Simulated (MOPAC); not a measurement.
MOPAC input (PM6):

```
PM6 FORCE THERMO(298,298) PRECISE LET CHARGE=1 GEO-OK AUX(PRECISION=9) THREADS=1
C2H3

C    -0.58229059 1   -0.00077454 1   -0.00620585 1
C     0.72905257 1    0.00087475 1    0.00777133 1
H     1.79463178 1    0.00221112 1    0.01912904 1
H    -1.26944856 1    0.88251314 1   -0.02496722 1
H    -1.26747900 1   -0.88576775 1   -0.00207213 1
```

Output:

```
 *******************************************************************************
 **                                                                           **
 **                              MOPAC v23.2.5                                **
 **                                                                           **
 *******************************************************************************
 ** MOPAC's Digital Object Identifier: https://doi.org/10.5281/zenodo.6511958 **
 **                                                                           **
 ** Please cite the open-source release paper for use of this MOPAC version:  **
 ** J. E. Moussa and J. J. P. Stewart (2026)                                  **
 ** MOPAC: An open-source semiempirical molecular orbital program             **
 ** J. Open Source Softw., 11(119), 8025, https://doi.org/10.21105/joss.08025 **
 *******************************************************************************

                              PM6 CALCULATION RESULTS

 *******************************************************************************
 *  PM6        - The PM6 Hamiltonian to be used
 *  GEO-OK     - OVERRIDE INTERATOMIC DISTANCE AND OTHER SAFETY CHECKS
 *
 *
 *
 *                 CHARGE ON SYSTEM = +1
 *
 *
 *
 *  LET        - OVERRIDE SOME SAFETY CHECKS
 *  PRECISE    - TIGHTER CRITERIA TO BE USED
 *  FORCE      - FORCE CALCULATION SPECIFIED
 *  AUX        - OUTPUT AUXILIARY INFORMATION
 *  THERMO     - THERMODYNAMIC QUANTITIES TO BE CALCULATED
 *******************************************************************************
PM6 FORCE THERMO(298,298) PRECISE LET CHARGE=1 GEO-OK AUX(PRECISION=9) THREADS=1
 C2H3

   ATOM   CHEMICAL          X               Y               Z
  NUMBER   SYMBOL      (ANGSTROMS)     (ANGSTROMS)     (ANGSTROMS)

     1       C         -0.58229059  *  -0.00077454  *  -0.00620585  *
     2       C          0.72905257  *   0.00087475  *   0.00777133  *
     3       H          1.79463178  *   0.00221112  *   0.01912904  *
     4       H         -1.26944856  *   0.88251314  *  -0.02496722  *
     5       H         -1.26747900  *  -0.88576775  *  -0.00207213  *

          CARTESIAN COORDINATES

    NO.       ATOM           X           Y           Z

     1         C         -0.5823     -0.0008     -0.0062
     2         C          0.7291      0.0009      0.0078
     3         H          1.7946      0.0022      0.0191
     4         H         -1.2694      0.8825     -0.0250
     5         H         -1.2675     -0.8858     -0.0021

 General Reference for PM6:
 "Optimization of Parameters for Semiempirical Methods V: Modification of NDDO Approximations
 and Application to 70 Elements", J. J. P. Stewart, J. Mol. Mod., 13, 1173-1213 (2007)
 URL: https://link.springer.com/article/10.1007/s00894-007-0233-4

           Empirical Formula: C2 H3  =     5 atoms

[...]
 TRANSITION DIPOLE   1.0359         C 1 -- H 4         +42.3% ( 73.5%)      1.0%
 TRAVEL (Ang.)       0.3891         C 2 -- H 3         +13.0% ( 40.8%)    100.0%
 REDUCED MASS        0.4709         C 1 -- C 2          +2.4% ( 17.4%)    100.0%
 EFFECTIVE MASS      1.4142
 FORCE CONSTANT      0.2481

 VIBRATION          5    2B2         ATOM PAIR     ENERGY CONTRIBUTION    RADIAL
 FREQUENCY           995.16         C 2 -- H 3         +66.9% ( 82.7%)      0.0%
 TRANSITION DIPOLE   0.5191         C 1 -- C 2         +16.8% ( 41.5%)      0.0%
 TRAVEL (Ang.)       0.2406         C 1 -- H 5          +8.2% ( 28.9%)     19.8%
 REDUCED MASS        1.1707         C 1 -- H 4          +8.2% ( 28.9%)     19.8%
 EFFECTIVE MASS      3.7896
 FORCE CONSTANT      0.6831

 VIBRATION          6    3B2         ATOM PAIR     ENERGY CONTRIBUTION    RADIAL
 FREQUENCY          2462.83         C 1 -- H 4         +49.7% ( 73.3%)     98.1%
 TRANSITION DIPOLE   1.9705         C 1 -- H 5         +49.7% ( 73.3%)     98.1%
 TRAVEL (Ang.)       0.2342         C 1 -- C 2          +0.7% (  8.6%)      0.0%
 REDUCED MASS        0.4991
 EFFECTIVE MASS      1.4290
 FORCE CONSTANT      1.7836

 VIBRATION          7    2A1         ATOM PAIR     ENERGY CONTRIBUTION    RADIAL
 FREQUENCY          2521.86         C 2 -- H 3         +74.1% ( 87.6%)    100.0%
 TRANSITION DIPOLE   0.6933         C 1 -- H 4         +10.9% ( 33.6%)     73.0%
 TRAVEL (Ang.)       0.2041         C 1 -- H 5         +10.9% ( 33.6%)     73.0%
 REDUCED MASS        0.6419         C 1 -- C 2          +4.2% ( 20.8%)    100.0%
 EFFECTIVE MASS      1.4052
 FORCE CONSTANT      2.4053

 VIBRATION          8    3A1         ATOM PAIR     ENERGY CONTRIBUTION    RADIAL
 FREQUENCY          2608.82         C 1 -- H 4         +39.0% ( 63.7%)     97.3%
 TRANSITION DIPOLE   2.3948         C 1 -- H 5         +39.0% ( 63.7%)     97.3%
 TRAVEL (Ang.)       0.2714         C 2 -- H 3         +21.6% ( 47.4%)    100.0%
 REDUCED MASS        0.3510         C 1 -- C 2          +0.4% (  6.4%)    100.0%
 EFFECTIVE MASS      1.3102
 FORCE CONSTANT      1.4076

 VIBRATION          9    4A1         ATOM PAIR     ENERGY CONTRIBUTION    RADIAL
 FREQUENCY          4043.23         C 1 -- C 2         +55.9% ( 98.6%)    100.0%
 TRANSITION DIPOLE   2.3614         C 2 -- H 3         +16.5% ( 53.6%)    100.0%
 TRAVEL (Ang.)       0.0536         C 1 -- H 4         +13.8% ( 48.9%)     43.3%
 REDUCED MASS        5.8097         C 1 -- H 5         +13.8% ( 48.9%)     43.3%
 EFFECTIVE MASS     11.7599
 FORCE CONSTANT     55.9577

      SYMMETRY NUMBER FOR POINT-GROUP C2v =  2

          SYSTEM IS A GROUND STATE

 C2H3

          MOLECULE IS NOT LINEAR

          THERE ARE  9 GENUINE VIBRATIONS IN THIS SYSTEM
          THIS THERMODYNAMICS CALCULATION IS LIMITED TO
          MOLECULES WHICH HAVE NO INTERNAL ROTATIONS

                    CALCULATED THERMODYNAMIC PROPERTIES
                                          *
   TEMP. (K)   PARTITION FUNCTION   H.O.F.    ENTHALPY  HEAT CAPACITY ENTROPY
                                   KCAL/MOL   CAL/MOLE    CAL/K/MOL  CAL/K/MOL

 298.00  VIB.     0.1128D+01                   250.8498     3.1256     1.0805
         ROT.     0.8471D+03                   888.2803     2.9808    16.3783
         INT.     0.9553D+03                  1139.1301     6.1064    17.4588
         TRA.     0.1360D+27                  1480.4672     4.9680    35.8179
         TOT.                      259.662    2619.5972    11.0744    53.2767

   *: NOTE: HEATS OF FORMATION ARE RELATIVE TO THE
            ELEMENTS IN THEIR STANDARD STATE AT 298K
              (=  Standard Enthalpy of Formation).

            Hvib:  Zero-point energy is not included.
                   frequencies of less than zero cm-1 are not included.
            Hrot = (3/2)RT
            Htra = (3/2)RT + pV = (5/2)RT

            Heat capacity is Cp, not Cv

          For more information, see: HTTP://OpenMOPAC.net/Manual/thermochemistry.html

           FORCE CONSTANT IN CARTESIAN COORDINATES (Millidynes/A)

    ATOM   CHEMICAL       X               Y               Z
   NUMBER   SYMBOL  FORCE CONSTANT  FORCE CONSTANT  FORCE CONSTANT

      1       C       57.574815        4.325456        1.554127
      2       C       60.363749        1.723912        0.748423
      3       H        3.755014        0.378588        0.248426
      4       H        1.661585        2.300902        0.189087
      5       H        1.661597        2.300890        0.189087

 **********************
 *                    *
 * JOB ENDED NORMALLY *
 *                    *
 **********************

 == MOPAC DONE ==
```

The dipole moment of an ion depends on the origin.
